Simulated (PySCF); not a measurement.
# Radial density of Mg³⁺ (magnesium, charge +3)

UHF, [He] 2s2 2p5, 2P determinant. All numbers are calculated (PySCF 2.14, scalar relativity by spin-free X2C-1e, in jorge-DZP-DKH (7s4p1d, 24 functions)).

```
r (bohr)  4πr²ρ (e/bohr)  4πr²(ρα − ρβ)
 0.00263         0.09896         0.0000
 0.00443          0.2647         0.0000
 0.00744          0.6753         0.0001
  0.0125           1.660         0.0002
  0.0211           3.775         0.0008
  0.0354           7.519         0.0039
  0.0596           11.92         0.0205
   0.100           13.09         0.0998
   0.169           8.901         0.3911
   0.284           7.322         1.0319
   0.477           10.29         1.4861
   0.802           6.377         0.8570
    1.35          0.9469         0.1151
    2.27        0.009953         0.0001
    3.82       0.0001961         0.0001
    6.42       2.476e-05         0.0000
```

Densities and radii are taken from the X2C orbitals without a picture-change correction, which distorts them close to the nucleus.
